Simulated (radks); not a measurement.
Exchange energies: the exact (Fock) value of the Kohn-Sham orbitals and density-functional approximations, as 100 (|E| - |E exact|)/|E exact|, negative where the magnitude is too small. Species: Hg [Hg]; Cd+ [Kr] 4d10 5s1; N [He] 2s2 2p3; Fe3+ [Ar] 3d5. Method: non-relativistic Kohn-Sham, LDA (Slater exchange, Perdew-Wang correlation), spin-polarised, spherical densities, point nucleus; computed with a radial shooting solver on a logarithmic mesh with Libxc functionals. Every spin shell is full or empty, so the densities are truly spherical. Functionals are evaluated on that one density, not self-consistently.

functional             Hg       Cd+         N      Fe3+
exact (hartree)  -344.957  -148.560  -6.54345  -53.5829
LDA                 -3.76     -4.90    -10.49     -6.50
RPBE                -0.19     -0.20     +0.49     -0.06
PW91                +0.08     +0.02     -0.23     -0.01
PW86                -0.36     -0.15     +0.83     +0.26
OPTX                +1.93     +1.22     +0.07     +0.56
WC                  -0.59     -0.85     -2.21     -1.18
AM05                -3.57     -4.56     -8.59     -5.83
SOGGA               -1.77     -2.28     -4.42     -2.92
G96                 +0.50     +0.37     +0.07     +0.28
EV93                -0.48     -0.25     +3.21     +0.49
SCAN                +0.08     +0.20     +0.17     +0.29
MS2                 -0.64     -0.55     +0.51     -0.20
MVS                 +0.09     +0.08     -0.11     -0.04
